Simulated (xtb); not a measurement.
C₃H₄O₂Si, SMILES O=C1C=C[SiH2]O1. All values are semi-empirical tight-binding results from xtb (GFN2-xTB unless named), good for trends rather than for accurate numbers. The structure is a stationary point at GFN2-xTB. The structure was generated by enumeration, and PubChem lists no compound with its InChIKey, so it may never have been made.

Optimised geometry:

```xyz
10

O      0.4430     2.2503     0.0000
C      0.1227     1.0972     0.0000
C     -1.2631     0.5681     0.0000
C     -1.3483    -0.7607     0.0000
Si     0.4171    -1.4338     0.0000
O      1.0342     0.1003     0.0000
H     -2.0747     1.2772     0.0000
H     -2.2856    -1.2902     0.0000
H      0.8175    -2.0729    -1.2436
H      0.8175    -2.0729     1.2436
```
Charge 0, spin multiplicity 1.

The point group as xtb finds it is Cs, the orbital gap is 3.36 eV and the dipole moment is 4.70 D. The zero-point energy is 38.6 kcal/mol and the G − E(el) at 298.15 K (modified RRHO) is 20.2 kcal/mol. The static polarisability (D4 model) is 67.4 bohr³ and the solvation energy, GFN2-xTB/ALPB(water) comes out as -3.4 kcal/mol. The solvation energy, GFN2-xTB/ALPB(thf) is -6.4 kcal/mol.

Q: Give the atomic charges and the Wiberg bond orders between heavy atoms. (Estimate from the structure and the level; the computed values follow.)

A: charges (e) O1 -0.36, C2 0.35, C3 -0.07, C4 -0.12, Si5 0.54, O6 -0.36, H7 0.06, H8 0.05, H9 -0.04, H10 -0.04. Bond orders O1–C2 1.78, C2–C3 1.02, C3–C4 1.91, C4–Si5 0.88, C2–O6 1.09, Si5–O6 0.99.
